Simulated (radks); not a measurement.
Task: The mean radii <r> (bohr) of the occupied orbitals of an atom or ion are listed with their occupations. Method: non-relativistic Kohn-Sham, PBE, spin-unpolarised, spherical densities, point nucleus; computed with a radial shooting solver on a logarithmic mesh with Libxc functionals.

| orbital | occ. | <r> |
|---|---|---|
| 1s | 2 | 0.1580 |
| 2s | 2 | 0.7966 |
| 2p | 3 | 0.7548 |

Name the element and its charge.

Result: Z = 10, neon, charge +3: Ne3+ in [He] 2s2 2p3. The 1s radius gives Z: for a bare nucleus <r> = 1.5/Z, 0.15 bohr for Z = 10, and screening makes it slightly larger (0.1580 here). The occupations add up to 7, and the charge is Z minus that.
